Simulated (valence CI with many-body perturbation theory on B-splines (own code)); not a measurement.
# Tm⁵⁵⁺: electric-dipole lines

Computed by valence CI with perturbative core correlation (CI+MBPT): four valence electrons over a frozen Dirac-Fock core [Ne], radial functions for each j: 11 s, 11 p, 9 d, 7 f, 5 g, 2 h, 1 i, with the one-electron correlation potential Σ1 (screened to all orders), the two-electron term Σ2, the three-electron term Σ3, Breit, model QED; selected single and double excitations, second order for the rest (own B-spline code, finite nucleus).

No measured spectrum was set against this ion. As an estimate, large intervals hold to a few tenths of a per cent, small ones and those within an open d or f shell to about a per cent.

Lines 101 to 150 of 230 in falling wavelength, among levels below 996.57 eV, chosen from the strongest by gf and those to the six lowest levels. Wavelengths and rates use the calculated energies. Electric multipoles are in the length gauge, E1 and E2 with the static RPA response of the core. Weak lines are less certain than strong ones. Lines between different terms over intervals too small for the method are left out, as are lines whose strength nearly cancels. Where a level lies close to another of its J and parity, the split of strength between their lines is uncertain. The highest levels of a list are the least certain.

Levels are named by their leading jj configuration (3d3/2^4 stands for four electrons in 3d with j = 3/2), which in mixed levels can hold well under half, so a name can repeat and another be missing. Letters in brackets count levels of one name in rising energy.

| λ vac (nm) | Upper | Lower | A (s⁻¹) | S (a.u.) |
| --- | --- | --- | --- | --- |
| 3.312 | (3s 3p1/2 3p3/2 3d3/2) J=2 [a] | (3s^2 3p1/2 3d3/2) J=2 | 5.29e+09 | 4.74e-04 |
| 3.242 | (3s 3p1/2 3p3/2 3d3/2) J=2 [e] | (3s^2 3p1/2 3d5/2) J=2 | 4.44e+10 | 3.74e-03 |
| 3.240 | (3s 3p1/2 3p3/2^2) J=2 [a] | (3s^2 3p1/2 3p3/2) J=2 | 1.18e+10 | 9.89e-04 |
| 3.228 | (3s 3p1/2 3p3/2 3d5/2) J=2 [a] | (3s^2 3p1/2 3d5/2) J=2 | 1.18e+11 | 9.80e-03 |
| 3.225 | (3s 3p1/2 3p3/2 3d3/2) J=1 [a] | (3s^2 3p1/2 3d3/2) J=2 | 9.64e+09 | 4.79e-04 |
| 3.185 | (3s 3p1/2 3p3/2 3d3/2) J=3 [a] | (3s^2 3p1/2 3d3/2) J=2 | 7.85e+09 | 8.76e-04 |
| 3.169 | (3s 3p1/2 3p3/2^2) J=2 [a] | (3s^2 3p1/2 3p3/2) J=1 | 3.37e+11 | 2.64e-02 |
| 3.166 | (3s 3p1/2 3p3/2 3d3/2) J=2 [b] | (3s^2 3p1/2 3d3/2) J=2 | 2.55e+10 | 2.00e-03 |
| 3.159 | (3s 3p1/2 3p3/2 3d5/2) J=3 [a] | (3s^2 3p1/2 3d5/2) J=3 | 2.74e+10 | 2.99e-03 |
| 3.109 | (3s 3p1/2 3p3/2^2) J=3 | (3s^2 3p1/2 3p3/2) J=2 | 2.14e+11 | 2.23e-02 |
| 3.104 | (3s 3p1/2 3p3/2 3d3/2) J=2 [a] | (3s 3p1/2^2 3p3/2) J=1 | 1.99e+11 | 1.47e-02 |
| 3.084 | (3s 3p1/2 3p3/2 3d5/2) J=3 [b] | (3s^2 3p1/2 3d5/2) J=3 | 1.56e+11 | 1.59e-02 |
| 3.064 | (3s 3p1/2 3p3/2 3d5/2) J=4 [b] | (3s^2 3p1/2 3d5/2) J=3 | 6.71e+10 | 8.57e-03 |
| 3.050 | (3s 3p1/2 3p3/2 3d5/2) J=2 [b] | (3s^2 3p1/2 3d5/2) J=3 | 1.81e+11 | 1.27e-02 |
| 3.047 | (3s 3p1/2 3p3/2 3d3/2) J=0 [a] | (3s 3p1/2^2 3p3/2) J=1 | 5.64e+10 | 7.87e-04 |
| 3.043 | (3s 3p1/2 3p3/2 3d5/2) J=2 [b] | (3s^2 3p1/2 3d5/2) J=2 | 4.03e+10 | 2.80e-03 |
| 3.028 | (3s 3p1/2 3p3/2 3d3/2) J=1 [a] | (3s 3p1/2^2 3p3/2) J=1 | 2.08e+07 | 8.53e-07 |
| 2.988 | (3s 3p1/2 3p3/2 3d3/2) J=1 [d] | (3s^2 3p1/2 3d3/2) J=1 | 3.45e+11 | 1.36e-02 |
| 2.983 | (3s 3p1/2 3p3/2 3d5/2) J=3 [c] | (3s^2 3p1/2 3d5/2) J=3 | 3.30e+10 | 3.03e-03 |
| 2.977 | (3s 3p1/2 3p3/2 3d5/2) J=3 [c] | (3s^2 3p1/2 3d5/2) J=2 | 8.35e+11 | 7.61e-02 |
| 2.976 | (3s 3p1/2 3p3/2 3d3/2) J=2 [b] | (3s 3p1/2^2 3p3/2) J=1 | 3.04e+11 | 1.98e-02 |
| 2.971 | (3s 3p3/2^3) J=2 | (3s^2 3p3/2^2) J=2 | 1.28e+12 | 8.30e-02 |
| 2.971 | (3s 3p1/2 3p3/2 3d3/2) J=2 [c] | (3s^2 3p1/2 3d3/2) J=2 | 5.10e+11 | 3.30e-02 |
| 2.966 | (3s 3p1/2 3p3/2 3d5/2) J=4 [c] | (3s^2 3p1/2 3d5/2) J=3 | 5.81e+11 | 6.73e-02 |
| 2.963 | (3s 3p1/2 3p3/2^2) J=0 | (3s^2 3p1/2 3p3/2) J=1 | 4.01e+11 | 5.15e-03 |
| 2.958 | (3s 3p1/2 3p3/2 3d3/2) J=2 [e] | (3s^2 3p1/2 3d3/2) J=1 | 8.82e+11 | 5.63e-02 |
| 2.950 | (3s 3p1/2 3p3/2 3d3/2) J=0 [b] | (3s^2 3p1/2 3d3/2) J=1 | 6.81e+11 | 8.63e-03 |
| 2.946 | (3s 3p1/2 3p3/2 3d5/2) J=2 [a] | (3s^2 3p1/2 3d3/2) J=1 | 1.56e+11 | 9.88e-03 |
| 2.942 | (3s 3p1/2 3p3/2 3d5/2) J=1 [b] | (3s^2 3p1/2 3d5/2) J=2 | 2.64e+11 | 9.94e-03 |
| 2.933 | (3s 3p1/2 3p3/2 3d3/2) J=3 [b] | (3s^2 3p1/2 3d3/2) J=2 | 5.81e+10 | 5.06e-03 |
| 2.932 | (3s 3p1/2 3p3/2^2) J=1 [a] | (3s^2 3p1/2 3p3/2) J=2 | 1.51e+10 | 5.63e-04 |
| 2.927 | (3s 3p1/2^2 3p3/2) J=1 | (3s^2 3p1/2^2) J=0 | 4.39e+11 | 1.63e-02 |
| 2.927 | (3s 3p1/2 3p3/2^2) J=2 [b] | (3s^2 3p1/2 3p3/2) J=2 | 8.43e+11 | 5.22e-02 |
| 2.915 | (3s 3p1/2 3p3/2 3d3/2) J=2 [a] | (3s 3p1/2^2 3p3/2) J=2 | 6.40e+10 | 3.91e-03 |
| 2.910 | (3p1/2^2 3p3/2^2) J=0 | (3s 3p1/2^2 3p3/2) J=1 | 7.73e+11 | 9.39e-03 |
| 2.902 | (3s 3p1/2 3p3/2 3d3/2) J=1 [b] | (3s^2 3p1/2 3d3/2) J=2 | 6.78e+10 | 2.45e-03 |
| 2.895 | (3s 3p1/2 3p3/2 3d3/2) J=2 [d] | (3s^2 3p1/2 3d3/2) J=2 | 1.11e+11 | 6.68e-03 |
| 2.891 | (3s 3p3/2^3) J=1 | (3s^2 3p3/2^2) J=0 | 8.57e+11 | 3.06e-02 |
| 2.874 | (3s 3p1/2 3p3/2^2) J=1 [a] | (3s^2 3p1/2 3p3/2) J=1 | 6.52e+11 | 2.29e-02 |
| 2.870 | (3s 3p1/2 3p3/2 3d3/2) J=3 [c] | (3s^2 3p1/2 3d3/2) J=2 | 1.25e+12 | 1.02e-01 |
| 2.869 | (3s 3p1/2 3p3/2^2) J=2 [b] | (3s^2 3p1/2 3p3/2) J=1 | 1.37e+10 | 7.98e-04 |
| 2.867 | (3s 3p1/2 3p3/2 3d5/2) J=1 [c] | (3s^2 3p1/2 3d5/2) J=2 | 3.11e+11 | 1.08e-02 |
| 2.863 | (3s 3p1/2 3p3/2 3d5/2) J=3 [d] | (3s^2 3p1/2 3d5/2) J=3 | 6.62e+11 | 5.37e-02 |
| 2.860 | (3s 3p1/2 3p3/2^2) J=1 [b] | (3s^2 3p1/2 3p3/2) J=2 | 1.38e+12 | 4.79e-02 |
| 2.859 | (3s 3p1/2 3p3/2 3d3/2) J=1 [c] | (3s^2 3p1/2 3d3/2) J=2 | 1.50e+12 | 5.21e-02 |
| 2.857 | (3s 3p1/2 3p3/2 3d5/2) J=3 [d] | (3s^2 3p1/2 3d5/2) J=2 | 1.10e+11 | 8.90e-03 |
| 2.854 | (3s 3p1/2 3p3/2 3d5/2) J=2 [c] | (3s^2 3p1/2 3d5/2) J=3 | 1.92e+11 | 1.10e-02 |
| 2.848 | (3s 3p1/2 3p3/2 3d5/2) J=2 [c] | (3s^2 3p1/2 3d5/2) J=2 | 2.45e+11 | 1.40e-02 |
| 2.847 | (3s 3p1/2 3p3/2 3d3/2) J=1 [a] | (3s 3p1/2^2 3p3/2) J=2 | 2.13e+10 | 7.27e-04 |
| 2.818 | (3s 3p1/2 3p3/2 3d5/2) J=1 [a] | (3s^2 3p1/2 3d3/2) J=1 | 7.15e+10 | 2.37e-03 |
